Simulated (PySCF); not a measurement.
## The halides of tin, SnF₂ to SnBr₂

Level: PBE0 in the def2-TZVP basis family, computed in PySCF with density fitting; scalar-relativistic core potentials for atoms from Rb on, none lighter, no spin–orbit coupling; open shells unrestricted.

Each entry is the lowest minimum that a search over a few typed start shapes (and spin states, where more than one is plausible) found, or that minimum re-optimised at the stated level; isomers with ligand–ligand bonds, or fragments after loss of a ligand pair, can lie lower.

```tsv
molecule	2S+1	point group	mean bond to Sn (Å)	gap (eV)	highest ω (cm⁻¹)	distinct angles (°)	atomisation (kJ/mol)
SnF₂	1	C2v	1.932	5.94	607	96	979
SnCl₂	1	C2v	2.363	4.91	359	99	777
SnBr₂	1	C2v	2.519	4.50	247	100	695
```

The bond lengthens at every step; the largest change, 0.431 Å, falls between SnF₂ and SnCl₂ among the members listed.

Left out of the table are members whose search was unfinished or whose lowest solution was spin-contaminated, unstable, very soft or bonded differently.
